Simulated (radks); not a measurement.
Values are calculated unless marked as measured or tabulated.
Charge is removed step by step from the 3d up level of V+, starting from [Ar] 3d(up 4, down 0). Code: a radial shooting solver on a logarithmic mesh with Libxc functionals. Model: non-relativistic Kohn-Sham, SCAN, spin-polarised, spherical densities, point nucleus; meta-GGA in the generalised Kohn-Sham scheme.

removed (e)  E - E(0) (eV)  eigenvalue (eV)  E minus straight line (eV)
0                    0.000           -9.917                       0.000
0.25                 2.824          -12.721                      -1.149
0.5                  6.377          -15.756                      -1.569
0.75                10.716          -19.002                      -1.203
1                   15.892          -22.443                       0.000

Removing the whole electron costs 15.892 eV by Delta-SCF, against 9.917 eV from minus the eigenvalue at the starting occupation. Slater's transition state (half an electron removed) gives 15.756 eV. Integrating minus the eigenvalue over the occupation (Janak's theorem) gives 15.897 eV. The mean slope of the eigenvalue, de/dn, is 12.5 eV per electron. Ionisation energy of V+ in the NIST Atomic Spectra Database: 14.63 eV (measured).
